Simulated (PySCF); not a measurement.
C3H4FNSi, SMILES F[Si@H]1C=CC=N1. Heavy atoms are numbered as in [F:1][Si@H:2]1[CH:3]=[CH:4][CH:5]=[N:6]1. Hydrogens are named by the atom that carries them.

The structure is a stationary point at ωB97X-D3(BJ)/def2-SVP. The structure was generated by enumeration; whether it is a known compound was not checked.

These are B3LYP/pcSseg-1 run with PySCF values and carry that method's errors.

GIAO shieldings, no solvent; atoms alike by connectivity are averaged. δ = σ(ref) − σ: ¹⁹F against CFCl3 (σ = 161.7 ppm); ²⁹Si against TMS (σ = 338.7 ppm); ¹³C against TMS (σ = 181.3 ppm); ¹⁵N against NH3 (σ = 265.5 ppm); ¹H against TMS (σ = 31.68 ppm), references at their B3LYP-D3(BJ)/def2-TZVP geometries, non-relativistic.

Task: Estimate the chemical shifts. (The exact figures need the calculation; the answer reports its results.)

Result: 
| nucleus | atoms | count | δ (ppm) |
|---|---|---|---|
| ¹⁹F | F1 | 1 | -200.4 |
| ²⁹Si | Si2 (SiH) | 1 | 3.4 |
| ¹³C | C5 (CH) | 1 | 186.4 |
| ¹³C | C4 (CH) | 1 | 157.4 |
| ¹³C | C3 (CH) | 1 | 148.6 |
| ¹⁵N | N6 | 1 | 378.6 |
| ¹H | H on C5 | 1 | 8.87 |
| ¹H | H on C4 | 1 | 7.21 |
| ¹H | H on C3 | 1 | 6.90 |
| ¹H | H on Si2 | 1 | 5.50 |
